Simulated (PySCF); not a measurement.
A structure optimised at ωB97X-D3(BJ)/def2-SVP, used in a PySCF frequency run:

```xyz
11

N     -2.1774     0.5025    -0.8041
Si    -0.7987    -0.4676    -0.4947
Cl    -0.5856    -1.0383     1.5084
C      0.7231     0.4935    -0.9274
C      1.7275     0.6907    -0.0750
F      2.8173     1.3892    -0.3940
H     -3.1058     0.0931    -0.8120
H     -2.2005     1.4676    -0.4904
H     -0.9583    -1.7336    -1.2496
H      0.8197     0.9325    -1.9281
H      1.7648     0.3127     0.9529
```

Question: Write its SMILES and formula.

Answer: N[Si@H](Cl)/C=C/F, C2H5ClFNSi

Question: What are its rotational constants (standard atomic weights)?

Answer: 3.1598, 1.3217, 0.99649 GHz
